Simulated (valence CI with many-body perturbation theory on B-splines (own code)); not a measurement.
# Ni5+: what each term of the Hamiltonian does

Level of theory: configuration interaction combined with many-body perturbation theory (CI+MBPT): five valence electrons over a frozen Dirac-Fock core [Ar], radial functions for each j: 7 s, 7 p, 8 d, 6 f, 4 g, 1 h, with the one-electron correlation potential Σ1 (screened to all orders), the two-electron term Σ2, the three-electron term Σ3, Breit, model QED; selected single and double excitations, second order for the rest, scaled by the run's own slope (own B-spline code, finite nucleus).

Against 33 measured levels this calculation errs by 2573 cm⁻¹ on average and by 7640 at most. These come from a selection out of Corliss and Sugar, J. Phys. Chem. Ref. Data 10, 197 (1981). Levels without a partner in it may be off by more, other configurations by 1,000 to 8,000 cm⁻¹. Among the levels kept, up to 1600 cm⁻¹ of a level comes from second order outside the variational space, and about a tenth of that is noise between levels of different J, which matters for small intervals. Only levels of the ground parity were solved; by the run's estimate the other parity begins above the list, which can be wrong where configurations are misplaced.

Each rung adds one term. CI alone is the Dirac-Coulomb CI over the frozen core; QED comes last and gives the full result, which names the levels. Energies are above 3d⁵ ⁶S_5/2 on the same rung, in cm⁻¹. A blank means that the level has no clear partner on that rung.

Names give the largest LS component (configuration and term), which can be under half, so a name can repeat, a term be missing and a line seem to break the LS rules; names also repeat where a configuration has a term twice. Letters in brackets count levels of one name in rising energy.

| Level | CI alone | + Σ1 | + Σ2 | + Σ3 | + Breit | Full |
| --- | --- | --- | --- | --- | --- | --- |
| 3d⁵ ⁴G_11/2 | 42286 | 42755 | 41478 | 41002 | 40806 | 40808 |
| 3d⁵ ⁴G_5/2 | 42138 | 42598 | 41310 | 40841 | 40877 | 40878 |
| 3d⁵ ⁴G_9/2 | 42277 | 42748 | 41478 | 41009 | 40898 | 40900 |
| 3d⁵ ⁴G_7/2 | 42220 | 42689 | 41405 | 40939 | 40911 | 40913 |
| 3d⁵ ⁴P_5/2 | 46184 | 46661 | 46651 | 45761 | 45868 | 45867 |
| 3d⁵ ⁴P_3/2 | 46339 | 46832 | 46942 | 46010 | 46091 | 46092 |
| 3d⁵ ⁴P_1/2 | 46507 | 47018 | 47250 | 46283 | 46334 | 46335 |
| 3d⁵ ⁴D_7/2 | 51250 | 51810 | 50030 | 49865 | 49823 | 49826 |
| 3d⁵ ⁴D_1/2 | 51403 | 51981 | 50316 | 50110 | 50141 | 50144 |
| 3d⁵ ⁴D_3/2 | 51516 | 52107 | 50558 | 50321 | 50297 | 50302 |
| 3d⁵ ⁴D_5/2 | 51537 | 52130 | 50669 | 50384 | 50302 | 50307 |
| 3d⁵ ²I_11/2 | 61103 | 61772 | 60070 | 59094 | 58963 | 58966 |
| 3d⁵ ²I_13/2 | 61288 | 61977 | 60292 | 59320 | 59033 | 59036 |
| 3d⁵ ²D_5/2 [a] | 64938 | 65579 | 64859 | 63626 | 63759 | 63757 |
| 3d⁵ ²D_3/2 [a] | 65972 | 66676 | 65970 | 64767 | 64800 | 64802 |
| 3d⁵ ²F_7/2 [a] |  | 68420 | 68288 | 66534 | 66498 | 66500 |
| 3d⁵ ⁴F_5/2 | 68378 | 69146 | 68187 | 67779 | 67797 | 67800 |
| 3d⁵ ⁴F_9/2 | 68410 | 69156 | 68213 | 67922 | 67836 | 67839 |
| 3d⁵ ⁴F_7/2 | 68494 | 69262 | 68218 | 68137 | 68097 | 68102 |
| 3d⁵ ⁴F_3/2 | 68863 | 69668 | 68823 | 68469 | 68476 | 68482 |
| 3d⁵ ²F_5/2 [a] | 69375 | 70265 | 70253 | 68952 | 68812 | 68824 |
| 3d⁵ ²H_9/2 | 72726 | 73515 | 72566 | 71510 | 71487 | 71488 |
| 3d⁵ ²H_11/2 | 73316 | 74163 | 73704 | 72440 | 72236 | 72242 |
| 3d⁵ ²G_7/2 [a] | 75539 | 76386 | 73980 | 73460 | 73363 | 73367 |
| 3d⁵ ²G_9/2 [a] | 76006 | 76897 | 74976 | 74293 | 74096 | 74105 |
| 3d⁵ ²F_5/2 [b] | 80689 | 81583 | 78820 | 78473 | 78468 | 78471 |
| 3d⁵ ²F_7/2 [b] | 80723 | 81623 | 78912 | 78772 | 78678 | 78683 |
| 3d⁵ ²S_1/2 | 88444 | 89410 | 86211 | 86146 | 86170 | 86174 |
| 3d⁵ ²D_3/2 [b] | 97124 | 98194 | 96357 | 95928 | 95973 | 95978 |
| 3d⁵ ²D_5/2 [b] | 97214 | 98301 | 96500 | 96083 | 96055 | 96061 |
| 3d⁵ ²G_9/2 [b] | 108000 | 109194 | 106797 | 106685 | 106588 | 106593 |

**Question.** How does the ionisation energy move along the ladder, and which term matters most?

**Answer.** CI alone 100.28, + Σ1 101.90, + Σ2 106.27, + Σ3 106.26, + Breit 106.29, + QED 106.30 eV. The largest step is Σ2, 4.36 eV. NIST lists 108 ± 1 eV (semi-empirical).
